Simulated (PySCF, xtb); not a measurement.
Acid–base and redox partners of C=C(F)F. Gas-phase values, no solvent. One relaxed conformer stands for each flexible species; it need not be the lowest. Strings in code marks are SMILES.

Quantity: proton affinity at 298 K, in eV. Enthalpy corrections at 298 K come from GFN2-xTB frequencies (xtb).

Level 1: PBE/6-31G* // r2SCAN-D4/def2-TZVP (PySCF)
Level 2: SVWN5/6-31G* // r2SCAN-D4/def2-TZVP (PySCF)
Level 3: frozen-core MP2/6-31G* // r2SCAN-D4/def2-TZVP (PySCF)
Level 4: HF/6-31G* // r2SCAN-D4/def2-TZVP (PySCF)

```json
[
 {"species": "proton added at C1: `C[C+](F)F`", "level 1": "7.99", "level 2": "7.72", "level 3": "7.70", "level 4": "7.93"}
]
```
